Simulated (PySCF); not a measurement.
Compound: C5H5NOS.
Geometry (GFN2-xTB, Å), atoms numbered from 1 in this order:
```
atom  x, y, z in Å
C1     3.4181    0.0117    0.5132
C2     2.2727    0.0383    0.1561
C3     0.9310    0.0879   -0.3741
O4     0.6808    0.2716   -1.5389
N5    -0.0087   -0.1022    0.6260
C6    -1.3749   -0.1235    0.5259
C7    -2.0006    0.0734   -0.8034
S8    -2.2356   -0.3681    1.8943
H9     4.4134   -0.0156    0.8491
H10    0.3439   -0.2453    1.5674
H11   -1.7045    1.0353   -1.2226
H12   -1.6581   -0.6923   -1.4999
H13   -3.0820    0.0293   -0.7108
```

Jobs on this species (13 atoms, 66 electrons) with PySCF (density fitting). Hardware of each: Arm Neoverse V1, one thread, no GPU, on a shared host. Times come from a shared host and carry two figures at best. Peak memory is the resident size of the whole Python process, interpreter and libraries included.

```csv
level and settings,work,basis functions,SCF cycles,wall time,peak memory
"BLYP/cc-pVDZ, IEF-PCM methanol","shieldings, charges and field gradients",141,?,?,?
PBE0/pcSseg-1,shieldings,168,15,17 s,0.85 GiB
HSE06/def2-SVPD,shieldings,210,15,49 s,1.1 GiB
```

Fill in the missing figures.

- BLYP/cc-pVDZ, IEF-PCM methanol; shieldings, charges and field gradients: 17 s, 0.71 GiB, 17 SCF cycles

What do all jobs in the table cost together?

About 83 s; the longest takes about 59 % of that, and about 2.9 times as long as the shortest.
